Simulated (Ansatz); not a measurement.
Computed with Ansatz on PBE0-D4/def2-TZVP structures; ΔE is electronic, products minus reactants. CBS: MP2 limit from def2 TZ/QZ plus the TZ coupled-cluster correction, frozen cores. Functionals use def2-TZVPP. B3LYP here is the variant with VWN-RPA as its local correlation; programs differ in this. def2 core potentials past Kr. For Te outer-core shells are correlated without core-valence functions, which leaves a few kJ/mol of doubt a bond. One conformer a species, not always the lowest.

`FBC(F)Cl` + `O=CC(F)[TeH]` → `O=CC(F)BF` + `FC(Cl)[TeH]`  (redistribution)

(1) Is it downhill or uphill in electronic energy at CCSD(T)/CBS, and by how much? (An estimate is asked.)

(2) What do these levels give: PBE-D4, r2SCAN-D4, B2PLYP, PBE, PBE0, B3LYP, HF/def2-TZVPP, MP2/def2-TZVPP, SCS-MP2/def2-TZVPP, HF/CBS(def2), MP2/CBS(def2), CCSD/CBS(def2)? (Best estimate.)

Largest T1 diagnostic among the species: 0.015.

Results:

(1) Computed: Uphill: ΔE = +0.19 eV.

(2) Computed: PBE-D4 0.24, r2SCAN-D4 0.24, B2PLYP 0.20, PBE 0.24, PBE0 0.21, B3LYP 0.19, HF/def2-TZVPP 0.12, MP2/def2-TZVPP 0.23, SCS-MP2/def2-TZVPP 0.20, HF/CBS(def2) 0.12, MP2/CBS(def2) 0.21, CCSD/CBS(def2) 0.17 eV.

In def2-TZVPP, CCSD(T) changes the Hartree–Fock value by +0.09 eV (the triples alone add +0.03 eV) and MP2 by +0.11 eV.
